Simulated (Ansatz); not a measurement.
B₂Cl₂. Charge 0, multiplicity 1. Geometry r2SCAN-D4/def2-TZVP; atoms count from 1.

```xyz
4

B     0.7515    0.0069   -0.0518
B    -0.7514   -0.0034    0.0539
Cl    2.4297    0.0157   -0.1461
Cl   -2.4298   -0.0191    0.1440
```

The restricted singlet is unstable: a solution with broken spin symmetry lies lower. At PBE0-D4/def2-TZVP a triplet of charge 0 lies 0.95 eV below the restricted singlet, each at its own geometry. The structure comes from a short search, and lower isomers may exist.

Question: Estimate the Mulliken populations from the PBE0/def2-TZVP orbitals of Ansatz.

Answer: 
```json
{"atom": "B1", "charge (e)": "0.01"}
{"atom": "B2", "charge (e)": "0.01"}
{"atom": "Cl3", "charge (e)": "-0.01"}
{"atom": "Cl4", "charge (e)": "-0.01"}
```
Mulliken values depend strongly on the basis.

Question: And the Mayer bond orders between heavy atoms (over 0.3)?

Answer: B1–B2 1.80 (1.51 Å); B1–Cl3 1.47 (1.68 Å); B2–Cl4 1.47 (1.68 Å).
